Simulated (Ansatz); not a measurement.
A structure relaxed at PBE-D4/def2-TZVPD in Ansatz, charge -1, doublet:

```xyz
3

Mo    0.9659    0.2083   -0.6695
O    -0.4647    0.5803    0.5742
O    -0.5012   -0.7886    0.0953
```

**Question.** Give its formula and point group.

**Answer.** the cluster MoO2⁻. Point group C2v (tolerance 0.1 Å).

**Question.** Summarise the bond lengths by kind (pairs closer than 1.2 times the sum of covalent radii, bridged metal pairs left out).

**Answer.** 2 × Mo–O 1.93 Å; 1 × O–O 1.45 Å. The metal has 2 neighbours: O 1.93 Å, O 1.93 Å.

In the def2 sets Mo takes a core potential; there is no spin–orbit coupling. The structure holds 1 bond(s) between oxygen atoms. The charge -1 doublet is spin-contaminated (final ⟨S²⟩ up to 1.73, 0.75 for a pure state). The highest occupied level of the charge -1 doublet lies above zero (up to 1.25 eV). It is a level of β spin, whose loss leaves a triplet; that state wasn't run at this geometry and level. The electron is either unbound and held by the finite basis, or the level is raised by self-interaction error. The relaxation made no stability test and no search for a lower SCF solution. No other spin state of charge -1 was run. Another isomer (quartet) lies 5.96 eV lower at PBE0-D4/def2-TZVPD; other spin states weren't run for this one.
